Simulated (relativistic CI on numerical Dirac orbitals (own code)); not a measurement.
**Line list: Electric-dipole lines, Yb35+**

These numbers are calculated, not measured: Dirac-Coulomb-Breit CI, KLI orbitals optimised for each configuration, model QED, unscaled Slater integrals (own radial code, finite nucleus).

Configuration list (outside the closed core [Ar] 3d10): 4s2.4p5, 4s.4p6, 4s2.4p4.4d, 4s.4p5.4d, 4s2.4p4.4f, 4s.4p5.4f, 4p6.4d, 4s.4p4.4d2, 4s2.4p3.4d.4f, 4p6.4f, 4p5.4d.4f, 4s2.4p4.5s, 4s.4p4.4f2, 4p6.5s, 4s2.4p4.5p, 4s.4p4.4d.5s, 4s2.4p3.4f.5s, 4s.4p5.5s, 4s2.4p4.5d, 4s.4p5.5p, 4s2.4p4.5f, 4s2.4p4.5g, 4s.4p5.5d, 4p5.4f.5s, 4s2.4p4.6s, 4s.4p5.5f, 4s2.4p4.6p, 4s2.4p3.4d2, 4s2.4p2.4d3, 4s.4p3.4d3, 4s2.4p2.4d2.4f, 4s.4p3.4d2.4f, 4s2.4p2.4d2.5s, 4p5.4d2, 4p4.4d3, 4p4.4d2.4f, 4p4.4d2.5s, 4p5.4d.5s, 4p4.4d.4f.5s, 4p4.4d.5s2, 4s2.4p3.5s2, 4s2.4p2.4d.5s2, 4s.4p3.4d.5s2, 4s2.4p2.4f.5s2, 4s.4p3.4f.5s2. Double excitations out of closed p, d and f shells are left out; levels of such configurations are missing from the list, as are those of other unlisted configurations, and high levels can miss mixing partners. These lack a partner that the ground configuration has and come out too high: 4s2.4p4.5p, 4s.4p5.5s, 4s2.4p4.5d, 4s.4p5.5p, 4s2.4p4.5f.

| λ vac (Å) | Lower | Upper | A (s⁻¹) | gf | Branching (%) |
| --- | --- | --- | --- | --- | --- |
| 53.306 | 4s2.4p4.4d 2D_3/2 [7] | 4s2.4p3.4d2 2D°_3/2 [139] | 1.84e+12 | 3.13e+00 | 90.1 |
| 53.530 | 4s2.4p4.4d 4D_3/2 [3] | 4s2.4p3.4d2 4P°_1/2 [109] | 1.63e+12 | 1.40e+00 | 81.9 |
| 53.531 | 4s2.4p4.4d 4F_7/2 [6] | 4s2.4p3.4d2 2F°_7/2 [119] | 7.83e+11 | 2.69e+00 | 74.1 |
| 53.980 | 4s2.4p4.4d 4F_9/2 [10] | 4s2.4p3.4d2 2G°_9/2 [143] | 9.47e+11 | 4.14e+00 | 88.5 |
| 54.081 | 4s2.4p4.4d 4F_9/2 [10] | 4s2.4p3.4d2 4D°_7/2 [142] | 1.36e+12 | 4.77e+00 | 93.7 |
| 54.161 | 4s2.4p4.4d 2D_5/2 [11] | 4s2.4p3.4d2 4P°_5/2 [158] | 9.58e+11 | 2.53e+00 | 77.3 |
| 54.169 | 4s2.4p4.4d 2F_7/2 [9] | 4s2.4p3.4d2 2G°_9/2 [138] | 7.51e+11 | 3.31e+00 | 60.9 |
| 54.174 | 4s2.4p4.4d 2F_7/2 [9] | 4s2.4p3.4d2 2F°_7/2 [137] | 1.12e+12 | 3.95e+00 | 90.3 |
| 54.225 | 4s2.4p4.4d 2D_5/2 [11] | 4s2.4p3.4d2 2F°_7/2 [157] | 1.08e+12 | 3.83e+00 | 96.3 |
| 54.314 | 4s2.4p4.4d 2F_7/2 [9] | 4s2.4p3.4d2 4P°_5/2 [136] | 1.16e+12 | 3.08e+00 | 88.1 |
| 54.316 | 4s2.4p4.4d 4F_9/2 [10] | 4s2.4p3.4d2 4G°_11/2 [140] | 1.04e+12 | 5.50e+00 | 99.0 |
| 54.357 | 4s2.4p4.4d 2G_9/2 [22] | 4s2.4p3.4d2 2H°_11/2 [240] | 9.38e+11 | 4.99e+00 | 100.0 |
| 54.710 | 4s2.4p5 2P°_3/2 [1] | 4s2.4p4.4d 2D_5/2 [26] | 1.32e+12 | 3.55e+00 | 100.0 |
| 54.993 | 4s2.4p5 2P°_3/2 [1] | 4s2.4p4.4d 2P_3/2 [25] | 1.34e+12 | 2.43e+00 | 99.5 |
| 55.030 | 4s2.4p5 2P°_3/2 [1] | 4s2.4p4.4d 2S_1/2 [24] | 1.88e+12 | 1.71e+00 | 99.5 |
| 55.488 | 4s2.4p5 2P°_1/2 [2] | 4s2.4p4.4d 2D_3/2 [39] | 1.31e+12 | 2.43e+00 | 100.0 |
| 56.729 | 4s2.4p4.4d 2D_5/2 [13] | 4s2.4p3.4d2 2F°_7/2 [151] | 7.11e+11 | 2.74e+00 | 73.6 |
| 57.240 | 4s2.4p4.4d 4F_7/2 [6] | 4s2.4p3.4d2 2H°_9/2 [98] | 4.84e+11 | 2.38e+00 | 94.8 |
| 57.752 | 4s2.4p4.4d 4D_5/2 [5] | 4s2.4p3.4d2 4G°_7/2 [91] | 5.23e+11 | 2.09e+00 | 75.6 |
| 57.918 | 4s2.4p4.4d 4D_3/2 [3] | 4s2.4p3.4d2 4F°_5/2 [89] | 5.66e+11 | 1.71e+00 | 63.5 |
| 62.180 | 4s2.4p4.4d 4F_5/2 [17] | 4s2.4p4.4f 2G°_7/2 [182] | 7.40e+11 | 3.43e+00 | 67.4 |
| 62.311 | 4s2.4p4.4d 2G_7/2 [18] | 4s2.4p4.4f 2H°_9/2 [184] | 1.05e+12 | 6.12e+00 | 86.5 |
| 63.084 | 4s2.4p4.4d 2D_3/2 [39] | 4s2.4p3.4d2 2F°_5/2 [364] | 2.04e+12 | 7.31e+00 | 84.1 |
| 64.248 | 4s2.4p4.4d 4F_7/2 [6] | 4s2.4p4.4f 2G°_9/2 [78] | 4.49e+11 | 2.78e+00 | 86.6 |
| 65.956 | 4s2.4p4.4d 4D_7/2 [19] | 4s2.4p3.4d2 2G°_9/2 [178] | 5.78e+11 | 3.77e+00 | 52.9 |
| 68.955 | 4s2.4p5 2P°_1/2 [2] | 4s2.4p4.4d 2P_1/2 [29] | 1.09e+12 | 1.55e+00 | 98.5 |
| 69.486 | 4s2.4p4.4d 4F_9/2 [10] | 4s2.4p4.4f 4G°_11/2 [77] | 2.85e+11 | 2.48e+00 | 100.0 |
| 70.651 | 4s2.4p4.4d 2D_5/2 [13] | 4s2.4p4.4f 2F°_7/2 [87] | 5.88e+11 | 3.52e+00 | 92.7 |
| 71.505 | 4s2.4p5 2P°_1/2 [2] | 4s2.4p4.4d 2D_3/2 [28] | 4.97e+11 | 1.52e+00 | 81.2 |
| 72.926 | 4s2.4p5 2P°_3/2 [1] | 4s2.4p4.4d 2D_5/2 [13] | 3.93e+11 | 1.88e+00 | 100.0 |

Terms are leading LS components. Brackets give the number of a level in order of energy, since labels repeat. The list gives strong lines, with weight on those to low levels, without lines whose two gauges differ by over a factor of 2.5, among the lowest 400 of 9441 levels, so that lines to higher ones, which can be the strongest, are missing. Levels whose partners in the same complex of configurations lie outside the list can be far off, and so can their lines. Rates are taken at the computed energies, electric ones in the length gauge.

At this charge energies of transitions that change n are usually good to better than 1 %, and those within a shell (Δn = 0) to a few per cent.

LS names give the leading component of a level, which can be under half, so a name can repeat, a term be missing and a line seem to break the LS rules.
